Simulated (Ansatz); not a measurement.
**Two structures, one formula**

The two ends of one reaction step of BHBrCl₃, closed shell (PBE0-D4/def2-TZVP).

A:

```
6
angstrom
B -0.8535 -0.6348 0.3540
Cl 1.5756 1.2959 -1.4332
Cl -0.4796 -2.0751 -0.5295
Cl -2.1543 0.3957 -0.1364
H 1.7468 1.2105 -0.1663
Br 0.1651 -0.1922 1.9113
```

B:

```json
{"atom": "B1", "x (Å)": "-0.6869", "y (Å)": "-0.3181", "z (Å)": "-0.9278"}
{"atom": "Cl2", "x (Å)": "0.5658", "y (Å)": "0.6471", "z (Å)": "-1.6592"}
{"atom": "Cl3", "x (Å)": "-0.4788", "y (Å)": "-2.0347", "z (Å)": "-0.7804"}
{"atom": "Cl4", "x (Å)": "-2.1532", "y (Å)": "0.4364", "z (Å)": "-0.3871"}
{"atom": "H5", "x (Å)": "1.8169", "y (Å)": "1.0007", "z (Å)": "1.4567"}
{"atom": "Br6", "x (Å)": "0.9363", "y (Å)": "0.2684", "z (Å)": "2.2976"}
```

Ansatz 0.2.0; basis: def2-TZVPP; cores frozen in the correlated methods. Filled d shells of the heavier atoms are correlated. The def2 sets are not built for correlating such inner shells, so the correlated values are less sure here. B3LYP uses VWN-RPA correlation.

Problem. Which structure is lower at CCSD(T), and by how much? (To be estimated.)

Solution. By the calculation: B, by 9.0 kJ/mol (electronic energy, against the other). By their contacts, A is a complex of BBrCl₂ ([Cl][B]([Cl])[Br]) + HCl and B is a complex of BCl₃ ([Cl][B]([Cl])[Cl]) + HBr.

All methods give the same order:

```
      method  E(B) − E(A) (kJ/mol)
       SPW92                  -9.9
      PBE-D4                  -9.3
     BLYP-D4                 -10.9
   r2SCAN-D4                 -10.9
      B97M-V                 -13.4
     PBE0-D4                 -10.0
    B3LYP-D4                 -11.4
  r2SCAN0-D4                 -11.0
    BHLYP-D4                 -11.8
CAM-B3LYP-D4                 -13.1
     wB97X-V                 -11.9
     wB97M-V                 -11.8
      B2PLYP                 -10.7
    PBE-QIDH                  -9.3
  RPA on PBE                  -9.0
          HF                 -15.0
         MP2                  -7.0
        CCSD                  -9.8
     CCSD(T)                  -9.0
```

No T1 diagnostic of these runs exceeds 0.010.

Labels in which every atom is bracketed show which atoms are joined, not bond orders.

For scale, one of the runs: CCSD(T)/def2-TZVPP, 219 basis functions, launched by `ansatz run in.yaml --threads 8 --pin off --events-out ev --progress --plain --max-ram 19148MiB`. Hardware: 8 CPU threads of an Arm Neoverse V1, shared host. Wall time 79 s; peak host memory 3.2 GiB.
